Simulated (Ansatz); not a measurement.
Total energies of Si13H20, a cluster cut from cubic silicon from Ansatz at PBE-D4/def2-TZVP, gas phase (1 Eh = 27.2114 eV = 2625.5 kJ/mol). The reference geometry is relaxed at PBE-D4/def2-SVP.

```
atom   x (Å)   y (Å)   z (Å)
 Si1  -1.268   0.536  -3.203
 Si2   2.076   1.821   2.671
 Si3   2.076   0.383  -1.417
 Si4  -1.078   1.855   0.369
 Si5  -2.996  -1.402  -0.370
 Si6   0.343  -1.492   1.547
 Si7   0.167  -2.841  -2.014
 Si8   0.135   2.995   2.032
 Si9   0.109   1.654  -1.652
Si10  -1.806  -1.609  -2.391
Si11   1.581  -0.413   3.233
Si12   1.535  -1.702  -0.470
Si13  -1.638  -0.278   1.186
 H14  -0.550   0.411  -4.525
 H15  -2.535   1.325  -3.425
 H16   2.690   2.504   3.870
 H17   3.086   1.856   1.554
 H18   2.659   0.147  -2.791
 H19   3.106   1.111  -0.593
 H20  -2.353   2.617   0.081
 H21  -4.269  -0.626  -0.600
 H22  -3.359  -2.769   0.155
 H23  -0.017  -2.885   2.017
 H24   0.907  -3.020  -3.317
 H25  -0.185  -4.206  -1.476
 H26   0.502   4.382   1.563
 H27  -0.748   3.129   3.250
 H28   0.447   3.034  -2.171
 H29  -2.659  -2.330  -3.410
 H30   2.857  -1.168   3.519
 H31   0.749  -0.402   4.493
 H32   2.797  -2.498  -0.223
 H33  -2.360  -0.120   2.506
```

```csv
state,geometry,energy (Eh)
charge 0 singlet,reference,-3773.76956
charge 1 doublet,reference,-3773.46978
charge -1 doublet,reference,-3773.78881
free Si atom (triplet),–,-289.22285
free H atom (doublet),–,-0.49962
```

Single mean-field runs in def2-TZVP are fitted with def2-universal-jkfit.

**Question.** Work out the vertical ionisation energy to the doublet.

**Answer.** E(charge 1 doublet) − E(charge 0 singlet) = -3773.46978 − (-3773.76956) = 0.29978 Eh = 8.16 eV. For comparison, −ε of the highest occupied level is 6.41 eV at this level, 1.75 eV less.

**Question.** Work out the vertical electron affinity, to the doublet.

**Answer.** E(charge 0 singlet) − E(charge -1 doublet) = -3773.76956 − (-3773.78881) = 0.01925 Eh = 0.52 eV. The basis lacks diffuse functions, which makes affinities too small.

**Question.** Give the fundamental gap IE − EA, the Mulliken electronegativity (IE + EA)/2 and the hardness (IE − EA)/2.

**Answer.** From the values in Eh: IE − EA = 0.29978 − 0.01925 = 0.28053 Eh = 7.63 eV; (IE + EA)/2 = 4.34 eV; (IE − EA)/2 = 3.82 eV. The HOMO–LUMO gap of the same run is 4.40 eV, 3.23 eV smaller than the fundamental gap.

**Question.** What is the binding energy per atom against free atoms?

**Answer.** Atoms: 13 × (-289.22285) + 20 × (-0.49962) = -3769.88945 Eh. Binding: -3769.88945 − (-3773.76956) = 3.88011 Eh = 105.58 eV, or 3.20 eV for each of 33 atoms (no zero-point energy, no counterpoise term).

At PBE-D4/def2-TZVP the highest occupied level of the charge -1 doublet lies above zero (up to 1.12 eV). By energy differences its removal costs 0.52 eV (vertical, to the charge 0 singlet, at PBE-D4/def2-TZVP); self-interaction error and the lack of diffuse functions both raise the level. At PBE-D4/def2-TZVP the gap within one spin of the charge -1 doublet nearly closes, so an electron or hole may be smeared out by delocalisation error.
